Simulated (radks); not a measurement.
The numbers below are computed, except where a source is named.
Cs+, 54 electrons, occupied as [He] 2s2 2p5 3s2 3p6 3d10 4s2 4p6 4d10 5s2 5p6 6s1 (not the ground configuration). Level of theory: Dirac Kohn-Sham, PBE, spin-unpolarised, spherical densities, finite nucleus; open shells are shared between the two j in proportion to 2j + 1; Fermi nuclear charge, rms radius 4.8041 fm (a radial shooting solver on a logarithmic mesh with Libxc functionals). Some entries of the table are withheld. Estimate them.

| orbital | occ. | eigenvalue (eV) | <1/r> (bohr^-1) |
|---|---|---|---|
| 1s1/2 | 2 | -36008.67 | (1) |
| 2s1/2 | 2 | -5755.389 | 14.01 |
| 2p1/2 | 1.66667 | (2) | 13.99 |
| 2p3/2 | 3.33333 | (3) | 12.82 |
| 3s1/2 | 2 | -1225.568 | 5.063 |
| 3p1/2 | 2 | -1090.534 | 4.985 |
| 3p3/2 | 4 | -1020.387 | 4.690 |
| 3d3/2 | 4 | -781.9561 | 4.576 |
| 3d5/2 | 6 | -766.4800 | 4.499 |
| 4s1/2 | 2 | -245.1479 | 2.082 |
| 4p1/2 | 2 | (4) | 1.982 |
| 4p3/2 | 4 | (5) | 1.886 |
| 4d3/2 | 4 | -97.8619 | 1.672 |
| 4d5/2 | 6 | -95.2845 | 1.647 |
| 5s1/2 | 2 | -38.7972 | 0.8003 |
| 5p1/2 | 2 | -25.6850 | 0.7019 |
| 5p3/2 | 4 | -23.6907 | 0.6690 |
| 6s1/2 | 1 | -7.5326 | 0.2893 |

Answer. 
(1) 1s1/2 <1/r> (bohr^-1): 59.42
(2) 2p1/2 eigenvalue (eV): -5442.741
(3) 2p3/2 eigenvalue (eV): -5084.397
(4) 4p1/2 eigenvalue (eV): -195.1420
(5) 4p3/2 eigenvalue (eV): -180.4925
